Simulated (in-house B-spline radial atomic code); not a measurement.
The numbers below are computed, except where a source is named.
# Correlation energy from the adiabatic connection: ω²r²/2 − Z/r, ω = 0.0632, Z = 0.3

Two electrons in a singlet, external potential ω²r²/2 − Z/r, ω = 0.0632, Z = 0.3 (atomic units). Full CI in B-splines (partial waves to l = 8, correlation up to 0.6 % small) with the density held fixed gives W(λ) = <V_ee>_λ − U, and E_c is the integral of W(λ) − W(0) from 0 to 1.

```csv
λ,W(λ) − W(0) (hartree)
0,0.00000
0.02,-0.00184
0.05,-0.00445
0.12,-0.00989
0.25,-0.01807
0.4,-0.02528
0.6,-0.03245
0.8,-0.03781
1,-0.04196
```

Task: Integrate the table by the trapezoid rule.

Result: The strips give -0.00002, -0.00009, -0.00050, -0.00182, -0.00325, -0.00577, -0.00703, -0.00798, which sum to -0.02646 hartree. The direct value, W(1) − W(0) + T_c with T_c = 0.01537, is -0.02659; the curve is convex, so chords lie above it and the trapezoids fall short in size by 0.50 %.

Task: Now use only three numbers: W(0) = -0.19948, the initial slope W'(0) = -0.09426 (extrapolated from the first points) and the strong-coupling limit of the point-charge-plus-continuum model, W∞ = -0.27432. What do second-order theory and the interpolation W(λ) = W∞ + (W(0) − W∞)/√(1 + 2χλ) of Seidl, Perdew and Levy give?

Result: Second order keeps the slope alone: E_c = W'(0)/2 = -0.04713, +77 % in size against -0.02659. Matching the slope fixes χ = W'(0)/(W∞ − W(0)) = -0.09426/(-0.07484) = 1.25949. Integrating, with s = √(1 + 2χ) = 1.875893, E_c = −(W(0) − W∞)(s − 1)/(s + 1) = −0.07484 × 0.875893/2.875893 = -0.02279 hartree, -14.3 % in size against the full result. At λ = 1 the formula gives W − W(0) = -0.03494 against -0.04196. Part of the miss can come from the model's W∞.
